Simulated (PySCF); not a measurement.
Molecule: C₂H₂BCl₂, net charge 0, doublet state. It need not be the lowest isomer of its formula. SMILES: [CH]=CB(Cl)Cl
Coordinates optimised at B3LYP-D3(BJ)/def2-TZVP (Ansatz):
```xyz
7

C     -2.4553    -0.2726    -0.4468
C     -1.5311     0.0818     0.4128
B     -0.0185     0.0408     0.1143
Cl     1.1181     0.5445     1.3578
Cl     0.6104    -0.4943    -1.4325
H     -3.5320    -0.3406    -0.5012
H     -1.8413     0.4289     1.4042
```
Charge 0, spin multiplicity 2.

Dispersion corrections to the total energy (kcal/mol) from the dftd3 and dftd4 libraries through PySCF: D3(BJ) without and D4 with the three-body term, each with the damping fitted for the functional named.

```json
[
 {"functional": "BHLYP", "D3(BJ)": "?", "D4": "-5.51"},
 {"functional": "TPSS", "D3(BJ)": "-5.48", "D4": "-5.89"},
 {"functional": "r2SCAN", "D3(BJ)": "-1.17", "D4": "-1.03"},
 {"functional": "PW6B95", "D3(BJ)": "-2.40", "D4": "-3.72"},
 {"functional": "TPSSh", "D3(BJ)": "?", "D4": "-5.33"},
 {"functional": "PBE", "D3(BJ)": "?", "D4": "-4.34"},
 {"functional": "HF", "D3(BJ)": "-31.83", "D4": "-15.06"}
]
```

Problem. What belongs in the gaps?

Solution. 
- BHLYP, D3(BJ): -6.27
- TPSSh, D3(BJ): -5.08
- PBE, D3(BJ): -4.21
